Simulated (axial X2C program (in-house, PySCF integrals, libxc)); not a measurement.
# RbH⁺ at several levels of theory

All values were computed with an axial X2C code built on PySCF integrals. Spin-free means the one-electron spin-free X2C Hamiltonian; two-component (2c) means X2C with spin–orbit coupling and atomic mean-field two-electron Coulomb and Gaunt terms, so the difference of the two also holds small scalar two-electron terms. Basis: Rb dyall-cv3z [12s13p8d4f1g], H dyall-v3z [6s2p1d] (cores contracted in-house); Gaussian nuclei, density fitting, unrestricted open shells. Masses: Rb 84.912 u, H 1.008 u.

State, spin-free: M_S = 1/2, Λ = 0 (beyond evenly filled blocks: σα); electrons by block: σα: 9, σβ: 8, π+α: 4, π+β: 4, π-α: 4, π-β: 4, δ+α: 1, δ+β: 1, δ-α: 1, δ-β: 1. Fragments: Rb+ + H.

State, 2c: Ω = 1/2 (⟨Sz⟩ = 0.50, ⟨Lz⟩ = 0.00 at PBE0); electrons by block: 1/2: 13, -1/2: 12, 3/2: 5, -3/2: 5, 5/2: 1, -5/2: 1. Fragments: Rb+ + H.

```json
{"Hamiltonian": "2c", "level": "PBE0", "Re (Å)": "3.277", "ωe (cm⁻¹)": "191.2", "ωexe (cm⁻¹)": "31.6", "Be (cm⁻¹)": "1.576", "αe (cm⁻¹)": "0.26", "De (eV)": "0.037", "D0 (eV)": "0.026", "k (mdyn/Å)": "0.0215", "μ (D)": "0.17"}
{"Hamiltonian": "2c", "level": "HF", "Re (Å)": "3.460", "ωe (cm⁻¹)": "151.1", "ωexe (cm⁻¹)": "39", "Be (cm⁻¹)": "1.414", "αe (cm⁻¹)": "0.326", "De (eV)": "0.021", "D0 (eV)": "0.013", "k (mdyn/Å)": "0.0134", "μ (D)": "0.06"}
{"Hamiltonian": "2c", "level": "MP2", "Re (Å)": "3.265", "ωe (cm⁻¹)": "193.4", "ωexe (cm⁻¹)": "37.9", "Be (cm⁻¹)": "1.587", "αe (cm⁻¹)": "0.292", "De (eV)": "0.032", "D0 (eV)": "0.022", "k (mdyn/Å)": "0.0219", "μ (D)": "n/a"}
{"Hamiltonian": "2c", "level": "CCSD", "Re (Å)": "3.256", "ωe (cm⁻¹)": "196.3", "ωexe (cm⁻¹)": "37", "Be (cm⁻¹)": "1.596", "αe (cm⁻¹)": "0.286", "De (eV)": "0.032", "D0 (eV)": "0.021", "k (mdyn/Å)": "0.0226", "μ (D)": "n/a"}
{"Hamiltonian": "2c", "level": "CCSD(T)", "Re (Å)": "3.250", "ωe (cm⁻¹)": "196.4", "ωexe (cm⁻¹)": "39.1", "Be (cm⁻¹)": "1.602", "αe (cm⁻¹)": "0.295", "De (eV)": "0.033", "D0 (eV)": "0.022", "k (mdyn/Å)": "0.0226", "μ (D)": "n/a"}
{"Hamiltonian": "2c", "level": "PW91", "Re (Å)": "3.260", "ωe (cm⁻¹)": "198.0", "ωexe (cm⁻¹)": "28", "Be (cm⁻¹)": "1.593", "αe (cm⁻¹)": "0.24", "De (eV)": "0.047", "D0 (eV)": "0.036", "k (mdyn/Å)": "0.023", "μ (D)": "0.21"}
```

Spin-free values that have a 2c row agree with it to the digits that matter (0.001 Å, 0.01 eV) and are not repeated.

Correlated methods: 9 electrons correlated (number of frozen shells: Rb 3 s, 2 p, 1 d; H none), 195 virtual spin orbitals or spinors in MP2, 67 natural virtuals in coupled cluster.

Dipoles are positive if H is the positive end and refer to the centre of mass.

The state is one determinant whose occupation by symmetry is held fixed; it was picked as the lowest of a PBE0 search that is not exhaustive. Dissociation energies refer to the lowest single-determinant-based atoms at the same level and basis. Density functionals use the spin component along the axis (collinear). Coupled cluster ran in a truncated set of natural virtual spinors; the MP2 energy of the rest was added. (T) has no such correction and the atoms are truncated less, which lowers De at CCSD(T) by a hundredth of an eV or more. Under one Hamiltonian the search converged a single determinant, so lower ones may well exist.

Rough cost a point (2c) on 1 thread(s) of a shared host, integrals apart: PBE0 0.27 s, HF 0.19 s, CCSD(T) 1.1 s, PW91 0.18 s.

The whole task took 42 s on 1 thread of Arm Neoverse V1, with other jobs on the host.
